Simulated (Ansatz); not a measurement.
`[CH3][W](=[O])(=[O])[Cl]` + HCl → `[O]=[W](=[O])([Cl])[Cl]` + CH₄ at 298.15 K and 1 bar (ligand exchange at a W–C bond).

Computed with Ansatz on PBE0-D4/def2-TZVP structures; ΔE is electronic, products minus reactants. CCSD(T)/CBS is the MP2 limit (def2-TZVPP, def2-QZVPP) plus CCSD(T) − MP2 in def2-TZVPP, frozen cores. This one scheme is used for every species. def2 core potentials past Kr. For W outer-core shells are correlated without core-valence functions, which leaves a few kJ/mol of doubt a bond.

| species | CCSD(T)/CBS energy (Eh) | H − E (kJ/mol) | S (J/(mol·K)) |
| --- | --- | --- | --- |
| `[CH3][W](=[O])(=[O])[Cl]` | -717.09811 | 134.6 | 359.3 |
| HCl | -460.38127 | 26.6 | 186.8 |
| `[O]=[W](=[O])([Cl])[Cl]` | -1137.06608 | 42.9 | 344.9 |
| CH₄ | -40.46206 | 127.4 | 186.2 |

H − E and S are ideal-gas, rigid-rotor, harmonic terms from PBE0-D4/def2-TZVP. 1 Eh = 2625.50 kJ/mol, R = 8.31446 J/(mol·K).

**Question.** By hand: ΔE, ΔH, ΔS and ΔG.

**Answer.** ΔE = (-1137.06608) + (-40.46206) − (-717.09811) − (-460.38127) = -0.04876 Eh = -128.0 kJ/mol. Δ(H − E) = 42.9 + 127.4 − 134.6 − 26.6 = 9.1, so ΔH = -118.9 kJ/mol. ΔS = 344.9 + 186.2 − 359.3 − 186.8 = -15.0 J/(mol·K). ΔG = -118.9 − 298.15 × (-15.0)/1000 = -114.4 kJ/mol.

**Question.** By hand: the equilibrium constant, and the temperature at which ΔG would vanish if ΔH and ΔS stayed fixed.

**Answer.** log₁₀ K = −ΔG/(RT ln 10) = 20.0. ΔG = 0 at ΔH/ΔS = 7927 K, far beyond where these terms or the molecules hold.

ΔH outweighs TΔS. A doubt of 5 kJ/mol in ΔE shifts log₁₀ K by 0.9 here. These are equilibria of isolated gas molecules and say nothing of rates. Largest T1 diagnostic: 0.023 (customary marks: 0.02 for closed shells, 0.045 for open ones).
